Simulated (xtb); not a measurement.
3-phenylpyridine (C11H9N), SMILES c1(cnccc1)-c1ccccc1. All values are semi-empirical tight-binding results from xtb (GFN2-xTB unless named), good for trends rather than for accurate numbers. Geometry: GFN2-xTB. Other conformers were not sampled.

Computed properties:
- orbital gap = 2.97 eV
- dipole moment = 2.21 D
- zero-point energy = 102.9 kcal/mol
- G − E(el) at 298.15 K (modified RRHO) = 81.0 kcal/mol
- static polarisability (D4 model) = 125.9 bohr³
- solvation energy, GFN2-xTB/ALPB(water) = -3.2 kcal/mol
- solvation energy, GFN2-xTB/ALPB(toluene) = -8.4 kcal/mol

Computed IR lines (harmonic; lines under 4 % of the strongest left out, lines within 3 cm⁻¹ merged):
ν (cm⁻¹): 668 (w), 691 (w), 749 (m), 964 (w), 1002 (w), 1397 (w), 1444 (w), 1562 (m), 1574 (w), 3053 (m), 3060 (m), 3068 (m), 3073 (w), 3082 (m), 3086 (vs), 3090 (s), 3094 (s) (against the strongest line: vs over 80 %, s over 45 %, m over 15 %, w over 4 %, vw less)
